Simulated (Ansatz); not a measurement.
The same group exchange along the group F, Cl, Br.

Isolated molecules relaxed with PBE0-D4/def2-TZVP in Ansatz; ΔE leaves out vibrations. CBS: MP2 limit from def2 TZ/QZ plus the TZ coupled-cluster correction, frozen cores. This one scheme is used for every species. DFT in def2-TZVPP. B3LYP here is the variant with VWN-RPA as its local correlation; programs differ in this. For Br outer-core shells are correlated without core-valence functions, which leaves a few kJ/mol of doubt a bond. Scalar relativity is left out up to krypton. Each species was taken in one conformer, which may not be the lowest.

| reaction | CCSD(T)/CBS(def2) (kJ/mol) |
| --- | --- |
| `B[SiH2]F` + `CBOC` → `BB(C)OC` + `F[SiH3]` | 6 |
| `B[SiH2]Cl` + `CBOC` → `BB(C)OC` + `[SiH3]Cl` | 9 |
| `B[SiH2]Br` + `CBOC` → `BB(C)OC` + `[SiH3]Br` | ? |

Q: Fill in the missing values. (An estimate is asked.)

A: The calculation gave: `B[SiH2]Br` + `CBOC` → `BB(C)OC` + `[SiH3]Br`: +10.7 kJ/mol.

Largest T1 diagnostic: 0.013, for `BB(C)OC`.
